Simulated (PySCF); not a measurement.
CH₅Si (SMILES [CH2][SiH3]), doublet, at a GFN2-xTB geometry; PySCF with B3LYP5/6-31G**.

The PySCF input:
```python
from pyscf import gto, scf, dft

mol = gto.Mole()
mol.atom = '''
    C    -0.01711389    0.13861103   -1.25945287
    Si    0.00774095   -0.06609183    0.57241213
    H    -0.92959358    0.22915764   -1.82227983
    H     0.88009381    0.20740535   -1.84926448
    H     0.03350168    1.24334789    1.24448153
    H    -1.19792114   -0.77868484    1.00294438
    H     1.20822931   -0.80760657    0.96706573
'''
mol.basis = '6-31g**'
mol.spin = 1
mol.verbose = 4
mol.build()

mf = dft.UKS(mol)
mf.xc = 'b3lyp5'
mf.grids.atom_grid = (99, 590)
mf.grids.prune = None
mf.kernel()
```

Output, abridged:

```
PySCF version 2.14.0

[INPUT] verbose = 4
[INPUT] num. atoms = 7
[INPUT] num. electrons = 25
[INPUT] charge = 0
[INPUT] spin (= nelec alpha-beta = 2S) = 1
[INPUT] symmetry False subgroup None
[INPUT] Mole.unit = angstrom
[INPUT] Symbol           X                Y                Z      unit          X                Y                Z       unit  Magmom
[INPUT]  1 C     -0.017113890000   0.138611030000  -1.259452870000 AA   -0.032340565026   0.261936884544  -2.380020991097 Bohr   0.0
[INPUT]  2 Si     0.007740950000  -0.066091830000   0.572412130000 AA    0.014628275444  -0.124895457771   1.081702156079 Bohr   0.0
[INPUT]  3 H     -0.929593580000   0.229157640000  -1.822279830000 AA   -1.756677273354   0.433045178952  -3.443609801019 Bohr   0.0
[INPUT]  4 H      0.880093810000   0.207405350000  -1.849264480000 AA    1.663136264825   0.391939308270  -3.494603399086 Bohr   0.0
[INPUT]  5 H      0.033501680000   1.243347890000   1.244481530000 AA    0.063308999913   2.349586989656   2.351729258780 Bohr   0.0
[INPUT]  6 H     -1.197921140000  -0.778684840000   1.002944380000 AA   -2.263742873427  -1.471501084951   1.895290196372 Bohr   0.0
[INPUT]  7 H      1.208229310000  -0.807606570000   0.967065730000 AA    2.283222491572  -1.526155233699   1.827489374153 Bohr   0.0

nuclear repulsion = 56.297503365991
number of shells = 29
number of NR pGTOs = 113
number of NR cGTOs = 57
basis = 6-31g**
ecp = {}

******** <class 'pyscf.dft.uks.UKS'> ********
method = UKS
initial guess = minao
damping factor = 0
level_shift factor = 0
DIIS = <class 'pyscf.scf.diis.CDIIS'>
diis_start_cycle = 1
diis_space = 8
diis_damp = 0
SCF conv_tol = 1e-09
SCF conv_tol_grad = None
SCF max_cycles = 50
direct_scf = True
direct_scf_tol = 1e-13
number electrons alpha = 13  beta = 12
XC library pyscf.dft.libxc version 7.1.2
    S. Lehtola, C. Steigemann, M. J. T. Oliveira, and M. A. L. Marques,  SoftwareX 7, 1–5 (2018)
XC functionals = b3lyp5
    P. A. M. Dirac,  Math. Proc. Cambridge Philos. Soc. 26, 376 (1930)
    F. Bloch,  Z. Phys. 57, 545 (1929)
    A. D. Becke,  Phys. Rev. A 38, 3098 (1988)
    C. Lee, W. Yang, and R. G. Parr,  Phys. Rev. B 37, 785 (1988)
    B. Miehlich, A. Savin, H. Stoll, and H. Preuss,  Chem. Phys. Lett. 157, 200 (1989)
    S. H. Vosko, L. Wilk, and M. Nusair,  Can. J. Phys. 58, 1200 (1980)
radial grids:
    Treutler-Ahlrichs [JCP 102, 346 (1995); DOI:10.1063/1.469408] (M4) radial grids

becke partition: Becke, JCP 88, 2547 (1988); DOI:10.1063/1.454033
pruning grids: None
grids dens level: 3
symmetrized grids: False
atomic radii adjust function: <function treutler_atomic_radii_adjust>
User specified grid scheme (99, 590)
small_rho_cutoff = 0
Set gradient conv threshold to 3.16228e-05
tot grids = 408872
init E= -330.268093072425

cycle= 1 E= -330.434585062064  delta_E= -0.166  |g|= 0.156  |ddm|=  1.5
cycle= 2 E= -330.434808808588  delta_E= -0.000224  |g|= 0.159  |ddm|= 0.282
cycle= 3 E= -330.449741312902  delta_E= -0.0149  |g|= 0.0154  |ddm|= 0.171
cycle= 4 E= -330.449942269914  delta_E= -0.000201  |g|= 0.00288  |ddm|= 0.0209
cycle= 5 E= -330.449952806157  delta_E= -1.05e-05  |g|= 0.000882  |ddm|= 0.00686
cycle= 6 E= -330.449953793079  delta_E= -9.87e-07  |g|= 0.000302  |ddm|= 0.00199
cycle= 7 E= -330.44995387623  delta_E= -8.32e-08  |g|= 7.57e-05  |ddm|= 0.000578
cycle= 8 E= -330.449953881615  delta_E= -5.38e-09  |g|= 1.23e-05  |ddm|= 0.000134
cycle= 9 E= -330.449953881756  delta_E= -1.41e-10  |g|= 2.64e-06  |ddm|= 2.37e-05
Extra cycle  E= -330.449953881763  delta_E= -7.16e-12  |g|= 1.47e-06  |ddm|= 5.72e-06
converged SCF energy = -330.449953881763  <S^2> = 0.75359848  2S+1 = 2.0035953
```
